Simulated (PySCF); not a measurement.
Potassium: a sound run and one with changed settings

Sound run: K²⁺ [Ne] 3s2 3p5, K³⁺ [Ne] 3s2 3p4. Computed with PySCF 2.14 in cc-pVDZ-X2C (5s4p2d, 27 functions), with scalar relativity by spin-free X2C-1e. In the sound run the correlated levels freeze [Ne] 3s2. The sound run starts from symmetry-adapted Hartree-Fock orbitals and uses a fine grid where one is needed.

Changed run: the non-relativistic Hamiltonian (point nucleus). This setting is unsound on purpose.

```csv
species,method,sound run (hartree),changed run (hartree),converged
K²⁺,UHF,-600.15023,-597.32568,yes
K²⁺,TPSS,-600.87801,-598.05362,yes
K²⁺,M06-L,-600.84215,-598.01758,yes
K²⁺,MP2,-600.15206,-597.32753,yes
K²⁺,CCSD(T),-600.15215,-597.32762,yes
K³⁺,UHF,-598.43038,-595.61126,yes
K³⁺,TPSS,-599.10641,-596.28751,yes
K³⁺,M06-L,-599.06903,-596.24999,yes
K³⁺,MP2,-598.43117,-595.61206,yes
K³⁺,CCSD(T),-598.43122,-595.61210,yes
```

Ionisation energy of K²⁺:

```json
{"method": "UHF", "sound run (eV)": "46.800", "changed run (eV)": "46.652"}
{"method": "TPSS", "sound run (eV)": "48.208", "changed run (eV)": "48.058"}
{"method": "M06-L", "sound run (eV)": "48.249", "changed run (eV)": "48.099"}
{"method": "MP2", "sound run (eV)": "46.828", "changed run (eV)": "46.680"}
{"method": "SCS-MP2", "sound run (eV)": "46.827", "changed run (eV)": "46.680"}
{"method": "CCSD", "sound run (eV)": "46.829", "changed run (eV)": "46.682"}
{"method": "CCSD(T)", "sound run (eV)": "46.829", "changed run (eV)": "46.682"}
```

Most of the change in total energy is the relativistic energy itself. On top of that the contraction fixes the core shape for the Hamiltonian it was made with, so the changed run is not a good calculation with the other Hamiltonian either.

For comparison, NIST gives 45.803 eV between the lowest levels.
